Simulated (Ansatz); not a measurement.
Worked example: vertical ionisation energy of CH2FNSi (SMILES FC1=N[SiH2]1)

CH2FNSi has 6 atoms, charge 0, and is taken as a singlet. SMILES: `FC1=N[SiH2]1`. Geometry: relaxed at PBE0-D4/def2-TZVP.

```jsonl
{"atom": "F", "x (Å)": "1.4231", "y (Å)": "-1.6083", "z (Å)": "0.8515"}
{"atom": "C", "x (Å)": "0.5130", "y (Å)": "-0.8154", "z (Å)": "0.3336"}
{"atom": "N", "x (Å)": "-0.6241", "y (Å)": "-1.1109", "z (Å)": "-0.1245"}
{"atom": "Si", "x (Å)": "-0.2844", "y (Å)": "0.6546", "z (Å)": "-0.2339"}
{"atom": "H", "x (Å)": "0.0017", "y (Å)": "1.2434", "z (Å)": "-1.5575"}
{"atom": "H", "x (Å)": "-0.9873", "y (Å)": "1.5727", "z (Å)": "0.6846"}
```

Both states at this one shape; open shells run unrestricted unless said. 1 Eh = 27.2114 eV.

```
                                    level  program  singlet CH2FNSi (Eh)  doublet CH2FNSi+ (Eh)
                      CAM-B3LYP/6-311+G**   Ansatz           -483.331931            -482.963385
CCSD(T)/6-311+G**, 8 core orbitals frozen   Ansatz           -482.491243            -482.133443
```

**Question.** Work out the vertical ionisation energy at each level.

**Answer.** 
1. CAM-B3LYP/6-311+G**: -482.963385 − (-483.331931) = 0.368546 Eh = 10.03 eV.
2. CCSD(T)/6-311+G**: -482.133443 − (-482.491243) = 0.357800 Eh = 9.74 eV.

No measured value is set beside it here; the levels span 9.74 to 10.03 eV.
